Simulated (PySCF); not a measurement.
PySCF input for F₂GeH₃In, SMILES [GeH3][In]([F])[F], TDA-PBE/def2-SVPD. Geometry optimised at PBE0-D3(BJ)/def2-SVP. The structure was generated by enumeration; whether it is a known compound was not checked. The def2 effective core potentials stand for the cores of In; spin–orbit coupling is left out.

```python
import numpy as np
from pyscf import gto, scf, dft, tdscf

mol = gto.M(
    atom='''
    In   -0.50244422    0.29826439   -0.37616779
    F    -2.28842222   -0.43282489   -0.70694223
    F    -0.40076062    2.03082524   -1.28244400
    Ge    1.36501358   -0.81084313    1.01499531
    H     1.17986574   -0.38200784    2.47785289
    H     1.23706880   -2.33436705    0.88903214
    H     2.72504285   -0.33360327    0.48996237
    ''',
    basis='def2-SVPD',
    ecp={'In': 'def2-svp'},
    charge=0,
    spin=0,
    max_memory=1600,
    verbose=4,
)
mf = dft.RKS(mol, xc='pbe').density_fit(auxbasis='def2-universal-jkfit')
mf.grids.level = 3
mf.conv_tol = 1e-9
mf.max_cycle = 100
mf.kernel()
mf.grids = dft.Grids(mol).set(level=1).build(with_non0tab=True)  # coarser grid for the response kernel
td = tdscf.TDA(mf)
td.singlet = True
td.nstates = 10
td.conv_tol = 1e-4
td.positive_eig_threshold = 1e-6
td.kernel(x0=td.get_init_guess(mf, 15))
td.analyze()
tt = tdscf.TDA(mf)
tt.singlet = False
tt.nstates = 4
tt.conv_tol = 1e-4
tt.positive_eig_threshold = 1e-6
tt.kernel(x0=tt.get_init_guess(mf, 9))
tt.analyze(verbose=3)
```

Output:

```
PySCF version 2.14.0

[INPUT] verbose = 4
[INPUT] num. atoms = 7
[INPUT] num. electrons = 74
[INPUT] charge = 0
[INPUT] spin (= nelec alpha-beta = 2S) = 0
[INPUT] symmetry False subgroup None
[INPUT] Mole.unit = angstrom
[INPUT] Symbol           X                Y                Z      unit          X                Y                Z       unit  Magmom
[INPUT]  1 In    -0.502444220000   0.298264390000  -0.376167790000 AA   -0.949481968671   0.563638009810  -0.710854099983 Bohr   0.0
[INPUT]  2 F     -2.288422220000  -0.432824890000  -0.706942230000 AA   -4.324491253169  -0.817920501995  -1.335927200589 Bohr   0.0
[INPUT]  3 F     -0.400760620000   2.030825240000  -1.282444000000 AA   -0.757327813311   3.837703510454  -2.423467930092 Bohr   0.0
[INPUT]  4 Ge     1.365013580000  -0.810843130000   1.014995310000 AA    2.579501822512  -1.532271445685   1.918063153618 Bohr   0.0
[INPUT]  5 H      1.179865740000  -0.382007840000   2.477852890000 AA    2.229623112357  -0.721890195037   4.682463339062 Bohr   0.0
[INPUT]  6 H      1.237068800000  -2.334367050000   0.889032140000 AA    2.337721229244  -4.411314398709   1.680027260536 Bohr   0.0
[INPUT]  7 H      2.725042850000  -0.333603270000   0.489962370000 AA    5.149584664204  -0.630418814559   0.925894690643 Bohr   0.0

nuclear repulsion = 378.366944197319
number of shells = 56
number of NR pGTOs = 243
number of NR cGTOs = 140
basis = def2-SVPD
ecp = {'In': 'def2-svp'}


******** <class 'pyscf.df.df_jk.DFRKS'> ********
method = DFRKS
initial guess = minao
damping factor = 0
level_shift factor = 0
DIIS = <class 'pyscf.scf.diis.CDIIS'>
diis_start_cycle = 1
diis_space = 8
diis_damp = 0
SCF conv_tol = 1e-09
SCF conv_tol_grad = None
SCF max_cycles = 100
direct_scf = False
XC library pyscf.dft.libxc version 7.1.2
    S. Lehtola, C. Steigemann, M. J. T. Oliveira, and M. A. L. Marques,  SoftwareX 7, 1–5 (2018)
XC functionals = pbe
    J. P. Perdew, K. Burke, and M. Ernzerhof,  Phys. Rev. Lett. 77, 3865 (1996)
    J. P. Perdew, K. Burke, and M. Ernzerhof,  Phys. Rev. Lett. 78, 1396 (1997)
    J. P. Perdew, K. Burke, and M. Ernzerhof,  Phys. Rev. Lett. 77, 3865 (1996)
    J. P. Perdew, K. Burke, and M. Ernzerhof,  Phys. Rev. Lett. 78, 1396 (1997)
radial grids:
    Treutler-Ahlrichs [JCP 102, 346 (1995); DOI:10.1063/1.469408] (M4) radial grids

becke partition: Becke, JCP 88, 2547 (1988); DOI:10.1063/1.454033
pruning grids: <function nwchem_prune>
grids dens level: 3
symmetrized grids: False
atomic radii adjust function: <function treutler_atomic_radii_adjust>
small_rho_cutoff = 0
Set gradient conv threshold to 3.16228e-05
Initial guess from minao.
tot grids = 100464
init E= -2445.98140106864
  HOMO = -0.57784904774752  LUMO = -0.552341698246387  gap/eV = 0.69409
cycle= 1 E= -2465.33981329926  delta_E= -19.4  |g|= 2.85  |ddm|= 13.5
  HOMO = 0.0245587535497812  LUMO = 0.0288654622971213  gap/eV = 0.11719
cycle= 2 E= -2354.02163876178  delta_E=  111  |g|= 10.9  |ddm|=  493
  HOMO = -0.331356681591821  LUMO = -0.184857623238306  gap/eV = 3.98644
cycle= 3 E= -2467.31064787569  delta_E= -113  |g|= 1.46  |ddm|=  493
  HOMO = -0.155035806044345  LUMO = -0.0994769242899292  gap/eV = 1.51183
cycle= 4 E= -2465.91969876445  delta_E= 1.39  |g|=  3.1  |ddm|=  3.2
  HOMO = -0.27252543874019  LUMO = -0.0907732375499883  gap/eV = 4.94573
cycle= 5 E= -2467.76862573214  delta_E= -1.85  |g|= 0.305  |ddm|= 2.56
  HOMO = -0.281089350535087  LUMO = -0.1107718289315  gap/eV = 4.63458
cycle= 6 E= -2467.78020820849  delta_E= -0.0116  |g|= 0.195  |ddm|= 0.531
  HOMO = -0.279201638036192  LUMO = -0.10746879417757  gap/eV = 4.67309
cycle= 7 E= -2467.78462405293  delta_E= -0.00442  |g|= 0.0461  |ddm|= 0.155
  HOMO = -0.281893786247512  LUMO = -0.108434332255069  gap/eV = 4.72007
cycle= 8 E= -2467.7850278363  delta_E= -0.000404  |g|= 0.0132  |ddm|= 0.0514
  HOMO = -0.281618388974284  LUMO = -0.108022811043892  gap/eV = 4.72378
cycle= 9 E= -2467.78506419128  delta_E= -3.64e-05  |g|= 0.0082  |ddm|= 0.0178
  HOMO = -0.281674523836263  LUMO = -0.10803694093879  gap/eV = 4.72492
cycle= 10 E= -2467.7850757754  delta_E= -1.16e-05  |g|= 0.00214  |ddm|= 0.00701
  HOMO = -0.281876575547656  LUMO = -0.108188425635952  gap/eV = 4.72630
cycle= 11 E= -2467.78507677466  delta_E= -9.99e-07  |g|= 0.000386  |ddm|= 0.00223
  HOMO = -0.281872408000275  LUMO = -0.108176062075329  gap/eV = 4.72652
cycle= 12 E= -2467.78507683307  delta_E= -5.84e-08  |g|= 0.000166  |ddm|= 0.000984
  HOMO = -0.281862618089456  LUMO = -0.108170903418599  gap/eV = 4.72639
cycle= 13 E= -2467.78507684047  delta_E= -7.4e-09  |g|= 3.43e-05  |ddm|= 0.000184
  HOMO = -0.281861457579583  LUMO = -0.108170915882033  gap/eV = 4.72636
cycle= 14 E= -2467.78507684089  delta_E= -4.16e-10  |g|= 6.88e-06  |ddm|= 7.3e-05
  HOMO = -0.281861521250875  LUMO = -0.108170323941038  gap/eV = 4.72638
Extra cycle  E= -2467.78507684084  delta_E= 5.05e-11  |g|= 1.74e-05  |ddm|= 2.8e-05
converged SCF energy = -2467.78507684084
tot grids = 33520
Overwritten attributes  positive_eig_threshold  of <class 'pyscf.tdscf.rks.TDA'>


******** <class 'pyscf.tdscf.rks.TDA'> for <class 'pyscf.df.df_jk.DFRKS'> ********
nstates = 10 singlet
deg_eia_thresh = 1.000e-03
wfnsym = None
conv_tol = 0.0001
eigh lindep = 1e-12
eigh level_shift = 0
eigh max_cycle = 100


Excitation energies (eV)
[5.28757104 5.36860331 5.39331526 5.46759298 5.57175258 5.82082087
 5.90311576 6.11263469 6.256108   6.45846725]

** Singlet excitation energies and oscillator strengths **
Excited State   1:      5.28757 eV    234.48 nm  f=0.0295
      33 -> 39        0.13281
      37 -> 38        0.10018
      37 -> 39        0.67446
Excited State   2:      5.36860 eV    230.94 nm  f=0.1747
      33 -> 38       -0.34647
      34 -> 39       -0.11641
      37 -> 38       -0.58428
      37 -> 39        0.10878
Excited State   3:      5.39332 eV    229.88 nm  f=0.0080
      35 -> 39       -0.15184
      36 -> 38       -0.68373
Excited State   4:      5.46759 eV    226.76 nm  f=0.0000
      35 -> 38        0.69789
      36 -> 39        0.10422
Excited State   5:      5.57175 eV    222.52 nm  f=0.0000
      35 -> 38       -0.10464
      36 -> 39        0.69915
Excited State   6:      5.82082 eV    213.00 nm  f=0.0147
      33 -> 39        0.10182
      34 -> 38        0.69429
Excited State   7:      5.90312 eV    210.03 nm  f=0.0009
      32 -> 38        0.29726
      35 -> 39        0.62024
Excited State   8:      6.11263 eV    202.83 nm  f=0.0561
      33 -> 38        0.45644
      34 -> 39       -0.49364
      37 -> 38       -0.15235
Excited State   9:      6.25611 eV    198.18 nm  f=0.0281
      33 -> 39        0.67765
      37 -> 39       -0.12833
Excited State  10:      6.45847 eV    191.97 nm  f=0.0016
      30 -> 38       -0.15968
      32 -> 38        0.14565
      32 -> 39        0.66905

** Transition electric dipole moments (AU) **
state          X           Y           Z        Dip. S.      Osc.
  1        -0.0399      0.1367      0.4557      0.2279      0.0295
  2        -0.8538      0.5274     -0.5664      1.3280      0.1747
  3        -0.1579     -0.1845      0.0370      0.0603      0.0080
  4        -0.0107     -0.0129      0.0035      0.0003      0.0000
  5        -0.0090     -0.0115      0.0027      0.0002      0.0000
  6        -0.1094      0.1455      0.2639      0.1028      0.0147
  7        -0.0458     -0.0599      0.0142      0.0059      0.0009
  8        -0.4340      0.2529     -0.3497      0.3746      0.0561
  9         0.1957     -0.2227     -0.3090      0.1834      0.0281
 10         0.0631      0.0743     -0.0185      0.0098      0.0016

WARN: ECP detected. Skipping calculation of transition velocity and magnetic dipole moments, which have not yet been implemented.



******** <class 'pyscf.tdscf.rks.TDA'> for <class 'pyscf.df.df_jk.DFRKS'> ********
nstates = 4 triplet
deg_eia_thresh = 1.000e-03
wfnsym = None
conv_tol = 0.0001
eigh lindep = 1e-12
eigh level_shift = 0
eigh max_cycle = 100


Excitation energies (eV)
[4.4370781  4.76068173 5.08958477 5.23710368]

** Triplet excitation energies and oscillator strengths **
Excited State   1:      4.43708 eV    279.43 nm  f=0.0000
Excited State   2:      4.76068 eV    260.43 nm  f=0.0000
Excited State   3:      5.08958 eV    243.60 nm  f=0.0000
Excited State   4:      5.23710 eV    236.74 nm  f=0.0000
```

Self-consistency was reached.

Cost: very roughly 30 core-seconds.
